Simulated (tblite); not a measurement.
A geometry optimisation, step by step.

Species: C₅H₁₂SSi (charge +1 and doublet state).
SMILES with atom numbers: `[CH3:1][CH2:2][CH2:3][S+:4][SiH:5]1[CH2:6][CH2:7]1` (hydrogens: H8, H9, H10 on C1; H11, H12 on C2; H13, H14 on C3; H15 on Si5; H16, H17 on C6; H18, H19 on C7)

Computed with GFN2-xTB (tblite), gas phase: L-BFGS steps from a force-field or distance-geometry start until the largest atomic force falls under 0.01 eV/Å. 10 of its 178 geometries are shown.

Step 0: E = -579.2546 eV, largest atomic force 3.144 eV/Å
```
atom  x, y, z in Å  |  force x, y, z in eV/Å
C1     -2.006    0.440    0.814   -1.484   0.846   1.036
C2     -2.426   -0.730   -0.044   -0.396  -0.870   0.871
C3     -1.312   -0.986   -1.021   -2.169  -0.383  -2.243
S4      0.270   -1.355   -0.334    1.196  -0.545  -0.056
Si5     1.249    0.198    0.718   -2.298  -0.172   0.798
C6      2.625    1.134   -0.171    1.602   1.040   0.234
C7      3.131   -0.001    0.653    1.188  -0.501   0.232
H8     -1.546    0.080    1.765   -0.343   0.571  -0.770
H9     -1.337    1.106    0.243   -0.374  -0.131   0.484
H10    -2.969    0.998    1.052    1.466  -0.352   0.086
H11    -3.405   -0.534   -0.529    0.801  -0.134  -0.065
H12    -2.579   -1.648    0.592    0.092   0.795  -0.518
H13    -1.299   -0.151   -1.774    0.461  -0.569   0.689
H14    -1.637   -1.903   -1.606    0.821   0.689   0.446
H15     0.667    0.902    1.846    0.106  -0.050  -0.016
H16     2.942    2.127    0.258   -0.700  -0.922  -0.798
H17     2.528    1.065   -1.267    0.526   0.039   0.674
H18     3.578    0.183    1.671   -0.226   0.018  -1.415
H19     3.516   -0.914    0.159   -0.272   0.631   0.331
```

Step 20: E = -579.9773 eV, largest atomic force 0.132 eV/Å
```
atom  x, y, z in Å  |  force x, y, z in eV/Å
C1     -2.122    0.484    0.863   -0.018   0.015   0.000
C2     -2.397   -0.729   -0.017    0.002  -0.032  -0.017
C3     -1.329   -1.004   -1.051    0.109  -0.009   0.010
S4      0.373   -1.411   -0.428   -0.110  -0.039  -0.048
Si5     1.161    0.169    0.700    0.014  -0.013   0.007
C6      2.676    1.100   -0.168    0.067  -0.024  -0.028
C7      3.135   -0.015    0.645    0.060   0.063  -0.011
H8     -1.606    0.196    1.775   -0.025   0.017   0.016
H9     -1.522    1.224    0.332   -0.064   0.051  -0.027
H10    -3.058    0.957    1.143    0.005   0.009   0.062
H11    -3.310   -0.559   -0.591   -0.039  -0.035   0.014
H12    -2.556   -1.611    0.603   -0.025  -0.032   0.015
H13    -1.208   -0.159   -1.728    0.028  -0.024  -0.010
H14    -1.575   -1.901   -1.620    0.011   0.060  -0.039
H15     0.709    0.876    1.875   -0.038   0.030   0.033
H16     2.796    2.114    0.194    0.080  -0.102   0.023
H17     2.733    1.011   -1.243   -0.049  -0.033  -0.015
H18     3.623    0.187    1.586   -0.011   0.004   0.007
H19     3.467   -0.920    0.152    0.003   0.095   0.007
```

Step 39: E = -580.0192 eV, largest atomic force 0.130 eV/Å
```
atom  x, y, z in Å  |  force x, y, z in eV/Å
C1     -2.285    0.502    0.862    0.003  -0.037   0.027
C2     -2.408   -0.738   -0.014    0.023  -0.044  -0.044
C3     -1.291   -0.914   -1.023    0.065  -0.012  -0.004
S4      0.367   -1.456   -0.368   -0.095   0.088  -0.016
Si5     1.240    0.121    0.709   -0.020   0.027   0.011
C6      2.750    1.029   -0.210    0.009   0.000   0.005
C7      3.219   -0.033    0.664    0.014  -0.023  -0.017
H8     -1.601    0.323    1.688    0.028   0.036   0.023
H9     -1.949    1.365    0.290   -0.015  -0.035  -0.005
H10    -3.255    0.742    1.289    0.000   0.000   0.015
H11    -3.324   -0.666   -0.606   -0.010   0.000   0.008
H12    -2.494   -1.629    0.609   -0.013   0.016  -0.020
H13    -1.113   -0.003   -1.593   -0.016  -0.061   0.015
H14    -1.533   -1.733   -1.704    0.058   0.073   0.022
H15     0.710    0.893    1.812    0.041   0.021  -0.008
H16     2.891    2.055    0.099   -0.004  -0.001   0.010
H17     2.777    0.881   -1.280    0.012  -0.040  -0.006
H18     3.727    0.224    1.582   -0.082   0.027   0.005
H19     3.562   -0.954    0.217    0.001  -0.034  -0.023
```

Step 59: E = -580.0402 eV, largest atomic force 0.071 eV/Å
```
atom  x, y, z in Å  |  force x, y, z in eV/Å
C1     -2.404    0.455    0.872    0.002  -0.001   0.022
C2     -2.424   -0.772   -0.028    0.020   0.045   0.002
C3     -1.271   -0.812   -1.011   -0.021   0.014  -0.004
S4      0.350   -1.385   -0.317    0.029   0.042   0.001
Si5     1.270    0.201    0.708   -0.071  -0.002  -0.003
C6      2.831    0.951   -0.262    0.018  -0.016  -0.010
C7      3.235   -0.063    0.694   -0.014  -0.009   0.009
H8     -1.567    0.422    1.568    0.015  -0.019   0.015
H9     -2.341    1.369    0.287    0.024  -0.009  -0.032
H10    -3.317    0.502    1.456   -0.046  -0.036   0.037
H11    -3.339   -0.758   -0.626    0.010  -0.010   0.043
H12    -2.436   -1.684    0.574   -0.014   0.039  -0.045
H13    -1.095    0.157   -1.472   -0.025   0.013  -0.012
H14    -1.459   -1.550   -1.789    0.036  -0.041   0.006
H15     0.833    1.069    1.781   -0.051   0.000  -0.032
H16     3.017    1.992   -0.039    0.020  -0.020   0.019
H17     2.857    0.708   -1.314    0.022  -0.005  -0.016
H18     3.709    0.238    1.615    0.041   0.017  -0.005
H19     3.542   -1.031    0.325    0.006  -0.003   0.004
```

Step 79: E = -580.0694 eV, largest atomic force 0.132 eV/Å
```
atom  x, y, z in Å  |  force x, y, z in eV/Å
C1     -2.401    0.344    0.963   -0.024  -0.016  -0.018
C2     -2.428   -0.801   -0.039    0.027  -0.019   0.036
C3     -1.306   -0.738   -1.057    0.007  -0.004  -0.041
S4      0.385   -1.151   -0.435   -0.102  -0.020   0.013
Si5     1.260    0.444    0.625   -0.040  -0.008  -0.055
C6      2.965    0.887   -0.284   -0.043   0.018  -0.018
C7      3.158   -0.081    0.786    0.013   0.002   0.054
H8     -1.513    0.302    1.595   -0.032  -0.052  -0.044
H9     -2.426    1.302    0.449    0.001   0.033   0.019
H10    -3.267    0.286    1.616   -0.027   0.004  -0.020
H11    -3.358   -0.777   -0.614    0.028   0.093   0.090
H12    -2.406   -1.757    0.484    0.057  -0.047   0.035
H13    -1.248    0.236   -1.537    0.024   0.045   0.023
H14    -1.453   -1.501   -1.820    0.013  -0.030  -0.037
H15     0.734    1.446    1.528    0.044  -0.048  -0.069
H16     3.290    1.907   -0.149    0.031   0.012   0.063
H17     3.011    0.541   -1.307    0.055  -0.015  -0.019
H18     3.638    0.227    1.702   -0.004   0.083   0.004
H19     3.356   -1.108    0.518   -0.029  -0.033  -0.017
```

Step 98: E = -580.1229 eV, largest atomic force 0.084 eV/Å
```
atom  x, y, z in Å  |  force x, y, z in eV/Å
C1     -2.396    0.191    1.098    0.023  -0.011  -0.011
C2     -2.427   -0.844   -0.016   -0.006  -0.019  -0.018
C3     -1.383   -0.614   -1.096   -0.017  -0.018  -0.008
S4      0.333   -1.055   -0.580    0.020  -0.014  -0.037
Si5     1.284    0.615    0.277    0.007   0.035   0.020
C6      3.168    0.792   -0.291    0.020  -0.008   0.022
C7      3.038   -0.043    0.899   -0.070   0.029   0.037
H8     -1.491    0.102    1.698    0.022  -0.007  -0.005
H9     -2.456    1.199    0.694    0.008   0.016  -0.024
H10    -3.249    0.049    1.756    0.012  -0.031   0.020
H11    -3.398   -0.813   -0.515   -0.014   0.054   0.013
H12    -2.313   -1.850    0.393    0.028   0.041   0.031
H13    -1.377    0.413   -1.457   -0.011  -0.042   0.021
H14    -1.559   -1.297   -1.928    0.021   0.053  -0.021
H15     0.706    1.814    0.842   -0.011  -0.054  -0.015
H16     3.575    1.785   -0.168   -0.032   0.018  -0.019
H17     3.423    0.327   -1.232   -0.027  -0.046  -0.013
H18     3.360    0.353    1.850   -0.001   0.002   0.005
H19     3.153   -1.113    0.799    0.027   0.000   0.003
```

Step 118: E = -580.1691 eV, largest atomic force 0.114 eV/Å
```
atom  x, y, z in Å  |  force x, y, z in eV/Å
C1     -2.123    0.086    1.165   -0.008  -0.012  -0.030
C2     -2.342   -0.843   -0.020   -0.020   0.022  -0.020
C3     -1.438   -0.538   -1.205   -0.057   0.014  -0.017
S4      0.314   -1.006   -0.912    0.029   0.031  -0.001
Si5     1.178    0.620    0.116    0.103  -0.047  -0.011
C6      3.121    0.682   -0.243   -0.039  -0.032   0.006
C7      2.816    0.081    1.058    0.016  -0.010  -0.024
H8     -1.155   -0.087    1.640    0.004   0.004  -0.020
H9     -2.188    1.125    0.845   -0.005  -0.018   0.062
H10    -2.891   -0.084    1.916    0.019  -0.010  -0.020
H11    -3.367   -0.719   -0.379   -0.001  -0.035   0.022
H12    -2.217   -1.886    0.276   -0.013   0.060   0.025
H13    -1.470    0.515   -1.479    0.013  -0.013   0.013
H14    -1.730   -1.137   -2.066    0.038  -0.023   0.005
H15     0.506    1.835    0.506    0.015   0.034  -0.019
H16     3.539    1.678   -0.274   -0.015  -0.037   0.027
H17     3.460    0.034   -1.043   -0.040   0.048   0.055
H18     3.037    0.642    1.956   -0.043  -0.003  -0.056
H19     2.940   -0.988    1.167    0.003   0.026   0.004
```

Step 138: E = -580.1831 eV, largest atomic force 0.032 eV/Å
```
atom  x, y, z in Å  |  force x, y, z in eV/Å
C1     -1.997   -0.005    1.202   -0.007   0.017  -0.001
C2     -2.309   -0.847   -0.026    0.000  -0.001   0.004
C3     -1.489   -0.478   -1.251    0.013  -0.004   0.008
S4      0.292   -0.912   -1.076   -0.001   0.002  -0.001
Si5     1.168    0.691   -0.026    0.009  -0.010   0.001
C6      3.130    0.604   -0.185   -0.015  -0.005  -0.018
C7      2.664    0.144    1.123   -0.007   0.004   0.009
H8     -0.980   -0.182    1.560   -0.012   0.007   0.000
H9     -2.119    1.055    0.990   -0.008  -0.011   0.004
H10    -2.679   -0.268    2.007    0.028   0.005  -0.013
H11    -3.356   -0.701   -0.301   -0.007  -0.007   0.008
H12    -2.173   -1.904    0.203    0.014  -0.010   0.000
H13    -1.559    0.583   -1.481    0.007   0.000  -0.018
H14    -1.810   -1.059   -2.115    0.005   0.024   0.020
H15     0.561    1.979    0.219   -0.004  -0.010  -0.012
H16     3.616    1.565   -0.256    0.002   0.014   0.014
H17     3.495   -0.131   -0.889   -0.005   0.000   0.006
H18     2.817    0.787    1.978    0.002  -0.012  -0.003
H19     2.718   -0.912    1.348   -0.012  -0.004  -0.006
```

Step 157: E = -580.1857 eV, largest atomic force 0.031 eV/Å
```
atom  x, y, z in Å  |  force x, y, z in eV/Å
C1     -1.980    0.000    1.204    0.006  -0.001   0.018
C2     -2.283   -0.848   -0.021   -0.001   0.003   0.015
C3     -1.484   -0.458   -1.255    0.002   0.005  -0.003
S4      0.293   -0.906   -1.108    0.000   0.007  -0.013
Si5     1.161    0.696   -0.052    0.016   0.008  -0.007
C6      3.124    0.583   -0.170   -0.016  -0.014   0.023
C7      2.623    0.139    1.132   -0.014   0.004  -0.013
H8     -0.941   -0.114    1.525    0.001   0.008  -0.018
H9     -2.178    1.052    1.012    0.006  -0.011  -0.009
H10    -2.608   -0.316    2.032   -0.012   0.006  -0.004
H11    -3.337   -0.730   -0.282   -0.011  -0.012   0.006
H12    -2.115   -1.903    0.201    0.002   0.001   0.006
H13    -1.552    0.608   -1.465   -0.003  -0.006  -0.010
H14    -1.823   -1.020   -2.123   -0.005   0.001  -0.001
H15     0.549    1.990    0.140    0.012  -0.011   0.003
H16     3.628    1.536   -0.233   -0.001  -0.002  -0.003
H17     3.491   -0.165   -0.860    0.009   0.015  -0.006
H18     2.769    0.784    1.985    0.006  -0.004   0.014
H19     2.651   -0.917    1.363    0.003   0.001   0.000
```

Step 177: E = -580.1894 eV, largest atomic force 0.008 eV/Å
```
atom  x, y, z in Å  |  force x, y, z in eV/Å
C1     -1.938    0.044    1.187   -0.001   0.002  -0.001
C2     -2.233   -0.862    0.003   -0.002  -0.001   0.002
C3     -1.506   -0.467   -1.273   -0.007   0.000   0.002
S4      0.292   -0.850   -1.206   -0.002   0.001  -0.002
Si5     1.147    0.712   -0.080   -0.001   0.001   0.002
C6      3.110    0.589   -0.130    0.000  -0.001  -0.003
C7      2.562    0.086    1.129    0.003  -0.002  -0.004
H8     -0.883   -0.006    1.476    0.000  -0.001   0.002
H9     -2.192    1.077    0.960    0.001  -0.001   0.001
H10    -2.525   -0.269    2.046    0.000   0.001  -0.003
H11    -3.302   -0.817   -0.218    0.000  -0.001  -0.003
H12    -1.995   -1.897    0.253    0.005   0.002   0.001
H13    -1.624    0.590   -1.502    0.003  -0.001   0.002
H14    -1.863   -1.059   -2.115    0.002   0.000  -0.002
H15     0.561    2.014    0.137   -0.001   0.001   0.001
H16     3.616    1.543   -0.130   -0.001  -0.006   0.000
H17     3.502   -0.123   -0.843    0.001   0.002   0.005
H18     2.683    0.686    2.020    0.001  -0.002  -0.001
H19     2.576   -0.980    1.307   -0.002   0.008   0.001
```

**Question.** Summarise the path.

**Answer.** The energy falls by 0.9349 eV from step 0 to step 177; nine tenths of that is first reached at step 86. It falls at every step. The largest force goes from 3.144 to 0.008 eV/Å. Among the bonds Si5–C6 changes most, from 1.886 to 1.968 Å; the atoms move by 1.068 Å rms after alignment.

**Question.** Follow the three bonds and two angles with the largest change from start to end.

**Answer.** 
| step | E above end (eV) | largest force (eV/Å) | Si5–C6 (Å) | C3–S4 (Å) | Si5–C7 (Å) | C3–S4–Si5 (°) | S4–Si5–C6 (°) |
| --- | --- | --- | --- | --- | --- | --- | --- |
| 0 | 0.9349 | 3.144 | 1.886 | 1.764 | 1.893 | 117.1 | 117.9 |
| 8 | 0.2598 | 0.218 | 1.994 | 1.848 | 1.993 | 112.9 | 114.8 |
| 15 | 0.2240 | 0.150 | 1.988 | 1.847 | 1.987 | 111.7 | 113.8 |
| 23 | 0.2041 | 0.154 | 1.978 | 1.843 | 1.984 | 110.7 | 114.1 |
| 31 | 0.1887 | 0.106 | 1.981 | 1.855 | 1.982 | 109.8 | 114.8 |
| 38 | 0.1719 | 0.118 | 1.989 | 1.863 | 1.989 | 109.3 | 115.0 |
| 46 | 0.1614 | 0.086 | 1.987 | 1.858 | 1.989 | 109.7 | 114.7 |
| 54 | 0.1534 | 0.105 | 1.990 | 1.857 | 1.988 | 109.0 | 113.6 |
| 62 | 0.1456 | 0.115 | 1.991 | 1.859 | 1.988 | 109.9 | 112.3 |
| 69 | 0.1355 | 0.074 | 1.981 | 1.849 | 1.982 | 111.3 | 109.1 |
| 77 | 0.1253 | 0.179 | 1.978 | 1.847 | 1.974 | 112.2 | 107.3 |
| 85 | 0.0978 | 0.196 | 1.966 | 1.840 | 1.974 | 111.7 | 109.6 |
| 92 | 0.0720 | 0.118 | 1.981 | 1.845 | 1.971 | 110.7 | 112.3 |
| 100 | 0.0636 | 0.115 | 1.973 | 1.842 | 1.976 | 109.7 | 112.8 |
| 108 | 0.0432 | 0.153 | 1.971 | 1.839 | 1.962 | 107.2 | 112.4 |
| 115 | 0.0264 | 0.147 | 1.973 | 1.843 | 1.964 | 105.6 | 110.8 |
| 123 | 0.0142 | 0.065 | 1.963 | 1.841 | 1.966 | 105.5 | 110.5 |
| 131 | 0.0095 | 0.062 | 1.973 | 1.841 | 1.959 | 105.4 | 109.8 |
| 139 | 0.0062 | 0.019 | 1.969 | 1.841 | 1.965 | 105.6 | 110.0 |
| 146 | 0.0052 | 0.025 | 1.969 | 1.842 | 1.964 | 104.9 | 110.6 |
| 154 | 0.0042 | 0.033 | 1.970 | 1.841 | 1.960 | 104.7 | 110.2 |
| 162 | 0.0033 | 0.023 | 1.966 | 1.839 | 1.963 | 104.6 | 109.5 |
| 169 | 0.0010 | 0.048 | 1.967 | 1.838 | 1.964 | 105.3 | 110.0 |
| 177 | 0.0000 | 0.008 | 1.968 | 1.839 | 1.964 | 105.2 | 110.2 |

What follows is the cost of the whole relaxation. On Arm Neoverse N1, one thread, no GPU, shared host, this took 2.5 s wall.
